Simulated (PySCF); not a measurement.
A structure optimised at TPSSh-D3(BJ)/def2-TZVP, used in a PySCF frequency run:

```xyz
6

P     -1.1119    -0.1310     0.0000
P      1.1119     0.1310     0.0000
H     -1.3143     0.8310     1.0235
H     -1.3143     0.8310    -1.0235
H      1.3143    -0.8310     1.0235
H      1.3143    -0.8310    -1.0235
```
Charge 0, spin multiplicity 1.

Task: Write its SMILES, formula and point group.

Result: PP, H4P2, C2h

Task: What are its rotational constants (standard atomic weights)?

Result: 64.759, 5.7820, 5.7398 GHz
